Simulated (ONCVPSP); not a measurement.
Varying the ONCV potential for tin (Sn)

Base potential:

* Element: tin
* Generator: ONCVPSP 4.0.1
* Type: optimised norm-conserving Vanderbilt (ONCV)
* Functional: LDA (Perdew-Wang 92)
* Relativity: scalar-relativistic
* Frozen core: [Kr] 4d10
* Valence charge: 4
* Reference configuration: 5s1.75 5p2.25
* Partial waves: 5s: rc 2.15 bohr, ncon 4, nbas 8, qcut 3.1 1/bohr, 1 projector; 5p: rc 2.05 bohr, ncon 3, nbas 7, qcut 3.6 1/bohr, 2 projectors, debl 2.1 Ha; d scattering state at 0.29 Ha: rc 2.10 bohr, ncon 3, nbas 7, qcut 4.4 1/bohr, 1 projector
* Local potential: polynomial inside 1.70 bohr (lpopt 5, dvloc0 4 Ha)
* Core correction: Teter function, fcfact 1.5, rcfact 1.2

Cutoffs, loose and tight: the cutoffs (Ha) at which the residual kinetic energy of the hardest occupied pseudo-wave falls to 1 and 0.1 mHa per electron. They do not see the model core or the augmentation charge, which bear on the density cutoff. Test errors are all-electron minus pseudo excitation energies from the reference, over the configurations 5s2 5p2; 5s2 5p1; 5s2 5p0; 5s1 5p0. A dash means not determined; rows that change the core or the reference have their own tests.

| change | outcome | cutoff, loose | cutoff, tight | bound ghosts | GHOST(+) flags above zero | largest test error (meV) |
| --- | --- | --- | --- | --- | --- | --- |
| base | generated | 9.6 Ha | 34 Ha | none | s | +154 |
| core correction Teter function, fcfact 1.5, rcfact 0.98 | generated | 9.6 Ha | 34 Ha | none | s | +248 |
| core correction Teter function, fcfact 1.5, rcfact 1.08 | generated | 9.6 Ha | 34 Ha | none | s | +214 |
| core correction Teter function, fcfact 1.5, rcfact 1.3 | generated | 9.6 Ha | 34 Ha | none | s | +86 |
| core correction Teter function, fcfact 1.5, rcfact 1.6 | generated | 9.6 Ha | 34 Ha | none | s | -225 |
| core correction Teter function, fcfact 1.5, rcfact 1.72 | generated | 9.6 Ha | 34 Ha | none | s | -386 |
| core correction Teter function, fcfact 1.5, rcfact 1.84 | generated | 9.6 Ha | 34 Ha | none | s | -555 |
| core correction Teter function, fcfact 1.5, rcfact 2 | generated | 9.6 Ha | 34 Ha | none | s | -778 |

Problem. What comes out with this change to the base: core correction Teter function, fcfact 1.5, rcfact 1.4?

Solution. outcome: generated; cutoff, loose: 9.6 Ha; cutoff, tight: 34 Ha; bound ghosts: none; GHOST(+) flags above zero: s; largest test error (meV): -0.2.

Reading the sweep of the rcfact (base included, trends over the rows without a ghost): The loose cutoff stays near 9.6 Ha. The median size of the test errors (rows with all tests solved) is not monotonic: lowest 0.1 meV at 1.4, highest 200.1 meV at 2.
